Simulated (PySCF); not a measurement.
H5OSi2, SMILES O([SiH3])[SiH2], multiplicity 2. Atoms are numbered in the order given.

```xyz
8

Si     1.5025    -0.3700     0.5146
O      0.0131    -0.3204    -0.1714
Si    -1.4294     0.4434    -0.3442
H      2.2901    -1.4219    -0.1820
H      2.1682     0.9565     0.3669
H     -1.2142     1.8935    -0.5580
H     -2.1218    -0.1375    -1.5133
H     -2.2502     0.2461     0.8721
```
Charge 0, spin multiplicity 2.

Geometry: B3LYP-D3(BJ)/def2-TZVP. The isomer is the one that the SMILES or the coordinates give; other isomers of the formula were not compared.

Calculation: B3LYP/pcH-1 (PySCF).

Unrestricted Kohn–Sham, ⟨S²⟩ = 0.751. Hyperfine tensors hold the contact and dipolar terms, without spin-orbit corrections.

Computed hyperfine couplings:
```tsv
nucleus	A(iso) (MHz)	A(iso) (G)	dipolar principal values (MHz)
29Si no. 1	-607.3	-216.7	-154.3, 77.1, 77.2
17O no. 2	-24.2	-8.6	-32.0, 15.4, 16.5
29Si no. 3	2.5	0.9	-0.8, 0.2, 0.6
1H no. 4	103.4	36.9	-8.0, 0.4, 7.6
1H no. 5	102.4	36.6	-8.1, 0.3, 7.8
1H no. 6	0.7	0.3	-1.3, -1.1, 2.4
1H no. 7	3.4	1.2	-1.2, -1.0, 2.2
1H no. 8	3.2	1.1	-1.5, -1.2, 2.8
```

And the g tensor (effective nuclear charges for spin-orbit coupling, GIAO)? (Estimate from the structure and the level; the computed values follow.)

principal values 2.0016, 2.0021, 2.0044; isotropic 2.0027.
